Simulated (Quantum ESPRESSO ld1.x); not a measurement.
Task: These are the eigenvalues of the occupied orbitals of an atom or ion with whole-number occupations (hartree). Calculated with ld1.x of Quantum ESPRESSO 7.5: non-relativistic Kohn-Sham, PBE, spin-unpolarised, spherical densities, point nucleus.

| orbital | eigenvalue |
|---|---|
| 1s | -105.812 |
| 2s | -14.0241 |
| 2p | -11.8722 |

Which element is it, and in what charge state? The configuration may be excited.

Result: Z = 17, chlorine, charge +7: Cl7+ in [Ne]. The list shows which subshells hold electrons but not how many an open one holds; the 1s level, -105.81 hartree, gives Z - s = 14.5 by -(Z - s)^2/2, which with screening narrows Z to a few neighbours, and the depths of the outer levels then fix element, charge and occupations together.
